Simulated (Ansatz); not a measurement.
Ansatz (a program for electronic structure) input for Sb(Cl)(TeH)2 (ClH2SbTe2), SMILES [Cl][Sb]([TeH])[TeH], PBE0-D3(BJ)/def2-SVP. 

Ansatz 0.2 input:
```yaml
crystal:
  periodic: [false, false, false]
  atoms:
    - {symbol: Sb, position_ang: [0.70022141, 0.84153494, -0.00000000]}
    - {symbol: Cl, position_ang: [-1.09719689, 2.41438654, -0.00000000]}
    - {symbol: Te, position_ang: [-0.17628620, -0.80946435, -1.98787485]}
    - {symbol: H, position_ang: [0.63740995, 0.11071944, -3.07170577]}
    - {symbol: Te, position_ang: [-0.17628620, -0.80946434, 1.98787485]}
    - {symbol: H, position_ang: [0.63740995, 0.11071945, 3.07170577]}
basis:
  gaussian:
    orbitals: def2-SVP
hamiltonian:
  xc: pbe0
  dispersion: d3bj
relax: {f_tol: 0.002, max_steps: 200}
```

Program output:

```
WARN ansatz: RAYON_NUM_THREADS=1 ignored (pool sized by the plan → 1); use --threads N
Functional definition: PBE0
integrals: 0.07 GiB planned
1408 factors; integrals over basis functions are off by at most 4.0e-4 eV
mean field: 0.71 GiB planned
mean field evaluation 1: about -33673.2040 eV, gradient 1.6e1 eV
mean field evaluation 2: about -33671.9986 eV, gradient 2.5e1 eV
mean field evaluation 4: about -33674.0499 eV, gradient 8.4e-1 eV
mean field evaluation 8: about -33674.0520 eV, gradient 1.3e-2 eV
mean field -33674.05202175 eV, -1237.4985867072 hartree, gradient 4.6e-5 eV, S^2 0.000000; 0 other end points of the search recorded, 0 dependent functions left out
the calculation of the forces begins
reference -33674.05204721 eV, -1237.4985876429 hartree; 45, 45 occupied and 61, 61 virtual orbitals, 1408 factors
relax step   1: F+E_penalty+E_count = -33674.32740985 eV  Δ(F+E_penalty+E_count) = +0.000e0 eV  max|allowed force component| = 5.554e-1 eV/Å  Δτ_max = 0.0000 Å  (26 SCF iters, accepted)
these checks for a lower state are left out or cut short: starts, cluster_reference, orbital_swaps, neighbouring_geometries, increment
integrals: 0.07 GiB planned
1408 factors; integrals over basis functions are off by at most 4.1e-4 eV
mean field: 0.71 GiB planned
mean field evaluation 16: about -33673.6982 eV, gradient 1.5e1 eV
mean field -33673.92482761 eV, -1237.4939124086 hartree, gradient 1.9e-5 eV, S^2 0.000000; 0 other end points of the search recorded, 0 dependent functions left out
the calculation of the forces begins
reference -33673.92485352 eV, -1237.4939133607 hartree; 45, 45 occupied and 61, 61 virtual orbitals, 1408 factors
relax step   2: F+E_penalty+E_count = -33674.18820556 eV  Δ(F+E_penalty+E_count) = +1.392e-1 eV  max|allowed force component| = 1.222e0 eV/Å  Δτ_max = 0.1927 Å  (33 SCF iters, rejected (line search))
these checks for a lower state are left out or cut short: starts, cluster_reference, orbital_swaps, neighbouring_geometries, increment
integrals: 0.07 GiB planned
1408 factors; integrals over basis functions are off by at most 4.0e-4 eV
mean field: 0.71 GiB planned
mean field -33674.08877716 eV, -1237.4999374436 hartree, gradient 1.5e-5 eV, S^2 0.000000; 0 other end points of the search recorded, 0 dependent functions left out
the calculation of the forces begins
reference -33674.08880286 eV, -1237.4999383878 hartree; 45, 45 occupied and 61, 61 virtual orbitals, 1408 factors
relax step   3: F+E_penalty+E_count = -33674.36031570 eV  Δ(F+E_penalty+E_count) = -3.291e-2 eV  max|allowed force component| = 8.250e-2 eV/Å  Δτ_max = 0.0578 Å  (34 SCF iters, accepted)
these checks for a lower state are left out or cut short: starts, cluster_reference, orbital_swaps, neighbouring_geometries, increment
integrals: 0.07 GiB planned
1408 factors; integrals over basis functions are off by at most 4.0e-4 eV
mean field: 0.71 GiB planned
mean field evaluation 32: about -33674.0212 eV, gradient 1.2e0 eV
mean field -33674.08734264 eV, -1237.4998847260 hartree, gradient 1.5e-5 eV, S^2 0.000000; 0 other end points of the search recorded, 0 dependent functions left out
the calculation of the forces begins
reference -33674.08736825 eV, -1237.4998856670 hartree; 45, 45 occupied and 61, 61 virtual orbitals, 1408 factors
relax step   4: F+E_penalty+E_count = -33674.35993246 eV  Δ(F+E_penalty+E_count) = +3.832e-4 eV  max|allowed force component| = 6.233e-2 eV/Å  Δτ_max = 0.0324 Å  (33 SCF iters, rejected (line search))
these checks for a lower state are left out or cut short: starts, cluster_reference, orbital_swaps, neighbouring_geometries, increment
integrals: 0.07 GiB planned
1408 factors; integrals over basis functions are off by at most 4.0e-4 eV
mean field: 0.71 GiB planned
mean field -33674.09018719 eV, -1237.4999892611 hartree, gradient 1.5e-5 eV, S^2 0.000000; 0 other end points of the search recorded, 0 dependent functions left out
the calculation of the forces begins
reference -33674.09021288 eV, -1237.4999902050 hartree; 45, 45 occupied and 61, 61 virtual orbitals, 1408 factors
relax step   5: F+E_penalty+E_count = -33674.36202261 eV  Δ(F+E_penalty+E_count) = -1.707e-3 eV  max|allowed force component| = 2.262e-2 eV/Å  Δτ_max = 0.0162 Å  (33 SCF iters, accepted)
these checks for a lower state are left out or cut short: starts, cluster_reference, orbital_swaps, neighbouring_geometries, increment
integrals: 0.07 GiB planned
1408 factors; integrals over basis functions are off by at most 4.0e-4 eV
mean field: 0.71 GiB planned
mean field -33674.09090554 eV, -1237.5000156598 hartree, gradient 1.5e-5 eV, S^2 0.000000; 0 other end points of the search recorded, 0 dependent functions left out
the calculation of the forces begins
reference -33674.09093120 eV, -1237.5000166030 hartree; 45, 45 occupied and 61, 61 virtual orbitals, 1408 factors
relax step   6: F+E_penalty+E_count = -33674.36293645 eV  Δ(F+E_penalty+E_count) = -9.138e-4 eV  max|allowed force component| = 3.651e-2 eV/Å  Δτ_max = 0.0500 Å  (33 SCF iters, accepted)
these checks for a lower state are left out or cut short: starts, cluster_reference, orbital_swaps, neighbouring_geometries, increment
integrals: 0.07 GiB planned
1408 factors; integrals over basis functions are off by at most 4.0e-4 eV
mean field: 0.71 GiB planned
mean field -33674.08940014 eV, -1237.4999603375 hartree, gradient 1.5e-5 eV, S^2 0.000000; 0 other end points of the search recorded, 0 dependent functions left out
the calculation of the forces begins
reference -33674.08942580 eV, -1237.4999612805 hartree; 45, 45 occupied and 61, 61 virtual orbitals, 1408 factors
relax step   7: F+E_penalty+E_count = -33674.36178103 eV  Δ(F+E_penalty+E_count) = +1.155e-3 eV  max|allowed force component| = 1.654e-1 eV/Å  Δτ_max = 0.0220 Å  (33 SCF iters, rejected (line search))
these checks for a lower state are left out or cut short: starts, cluster_reference, orbital_swaps, neighbouring_geometries, increment
integrals: 0.07 GiB planned
1408 factors; integrals over basis functions are off by at most 4.0e-4 eV
mean field: 0.71 GiB planned
mean field evaluation 64: about -33674.0266 eV, gradient 4.2e-1 eV
mean field -33674.09083770 eV, -1237.5000131671 hartree, gradient 1.2e-5 eV, S^2 0.000000; 0 other end points of the search recorded, 0 dependent functions left out
the calculation of the forces begins
reference -33674.09086337 eV, -1237.5000141103 hartree; 45, 45 occupied and 61, 61 virtual orbitals, 1408 factors
relax step   8: F+E_penalty+E_count = -33674.36310252 eV  Δ(F+E_penalty+E_count) = -1.661e-4 eV  max|allowed force component| = 4.888e-3 eV/Å  Δτ_max = 0.0079 Å  (27 SCF iters, accepted)
these checks for a lower state are left out or cut short: starts, cluster_reference, orbital_swaps, neighbouring_geometries, increment
integrals: 0.07 GiB planned
1408 factors; integrals over basis functions are off by at most 4.0e-4 eV
mean field: 0.71 GiB planned
mean field -33674.09090035 eV, -1237.5000154692 hartree, gradient 8.5e-6 eV, S^2 0.000000; 0 other end points of the search recorded, 0 dependent functions left out
the calculation of the forces begins
reference -33674.09092602 eV, -1237.5000164125 hartree; 45, 45 occupied and 61, 61 virtual orbitals, 1408 factors
relax step   9: F+E_penalty+E_count = -33674.36310684 eV  Δ(F+E_penalty+E_count) = -4.316e-6 eV  max|allowed force component| = 1.402e-3 eV/Å  Δτ_max = 0.0022 Å  (27 SCF iters, accepted)
integrals: 0.07 GiB planned
1408 factors; integrals over basis functions are off by at most 4.0e-4 eV
mean field: 0.71 GiB planned
mean field -33674.09090035 eV, -1237.5000154692 hartree, gradient 8.5e-6 eV, S^2 0.000000; 1 other end points of the search recorded, 0 dependent functions left out
the calculation of the forces begins
reference -33674.09092602 eV, -1237.5000164125 hartree; 45, 45 occupied and 61, 61 virtual orbitals, 1408 factors
Total energy: -33674.36313250 eV, -1237.5100198164 hartree
Atom 0 at     0.714143     0.882482     0.000000 Å, force     0.001402     0.000730     0.000000 eV/Å
Atom 1 at    -1.079458     2.477858     0.000000 Å, force    -0.000381    -0.000306    -0.000000 eV/Å
Atom 2 at    -0.137438    -0.862294    -1.972844 Å, force    -0.000571    -0.000478     0.000439 eV/Å
Atom 3 at     0.582732     0.111340    -3.117326 Å, force     0.000061     0.000266     0.000569 eV/Å
Atom 4 at    -0.137438    -0.862294     1.972844 Å, force    -0.000571    -0.000478    -0.000439 eV/Å
Atom 5 at     0.582732     0.111340     3.117326 Å, force     0.000061     0.000266    -0.000569 eV/Å
Dipole moment:     0.446562    -0.159949    -0.000000 e Å
```

The run converged.

Cost: roughly 2.1 core-minutes.
